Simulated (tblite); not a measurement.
Compound: C7H11N (charge +1 and doublet state).
SMILES with atom numbers: `[CH3:1][NH+:2][C@@:3]12[CH:4]=[CH:5][CH2:6][C@@H:7]1[CH2:8]2` (hydrogens: H9, H10, H11 on C1; H12 on N2; H13 on C4; H14 on C5; H15, H16 on C6; H17 on C7; H18, H19 on C8)

A start from a force field or distance geometry was refined with tblite, GFN2-xTB geometry optimisation, gas phase. Values at the start:

| coordinate | start |
| --- | --- |
| C1–N2 | 1.472 Å |
| N2–C3 | 1.458 Å |
| C3–C4 | 1.480 Å |
| C3–C7 | 1.526 Å |
| C3–C8 | 1.495 Å |
| C4=C5 | 1.342 Å |
| C4–H13 | 1.092 Å |
| C5–C6 | 1.516 Å |
| C5–H14 | 1.070 Å |
| C6–C7 | 1.519 Å |
| C6–H15 | 1.087 Å |
| C6–H16 | 1.085 Å |
| C7–C8 | 1.513 Å |
| C7–H17 | 1.073 Å |
| C8–H18 | 1.086 Å |
| C8–H19 | 1.088 Å |
| C1–N2–C3 | 112.0° |
| N2–C3–C7 | 117.6° |
| C3–C4–C5 | 114.8° |
| C3–C7–C8 | 58.9° |
| C4–C3–C8 | 119.7° |
| C4–C5–C6 | 109.3° |
| C6–C7–C8 | 121.9° |
| C7–C3–C8 | 60.1° |

Q: How do these coordinates change at the GFN2-xTB level?

A: 
```
coordinate  GFN2-xTB (Å or °)  change
     N2–C3              1.366  -0.092
     C3–C8              1.559  +0.064
     C3–C7              1.585  +0.059
     C7–C8              1.465  -0.048
     C1–N2              1.428  -0.044
     C5–C6              1.494  -0.022
    C4–H13              1.075  -0.017
     C3–C4              1.465  -0.015
    C6–H16              1.093  +0.008
    C8–H19              1.081  -0.007
    C7–H17              1.080  +0.007
    C8–H18              1.079  -0.007
     C6–C7              1.513  -0.006
    C6–H15              1.092  +0.005
    C5–H14              1.075  +0.005
     C4=C5              1.339  -0.003
  C1–N2–C3              126.6   +14.6
  N2–C3–C7              125.0    +7.4
  C6–C7–C8              116.7    -5.2
  C4–C3–C8              115.1    -4.6
  C7–C3–C8               55.5    -4.6
  C4–C5–C6              113.2    +3.9
  C3–C4–C5              111.9    -2.9
  C3–C7–C8               61.3    +2.4
```

The energy falls by 20.1 kcal/mol over 140 L-BFGS steps, the largest force on an atom goes from 2.90 to 0.010 eV/Å, and the atoms move by 0.850 Å rms after alignment. The bond that changes most is N2–C3 (ends: nitrogen bonded to 2 C and H; carbon bonded to 3 C and N), which shortens by 0.092 Å. Bonds longer at the end by more than 0.005 Å: 7 of 20; shorter: 9. Among the dihedrals that turn most is C1–N2–C3–C7, from -153° to -43°. Rotational constants go from 4175, 1655, 1407 to 4412, 1654, 1412 MHz.

Its GFN2-xTB frequencies are all real (lowest 98 cm⁻¹).

One conformer stands for the species.

All values are computed, not measured.
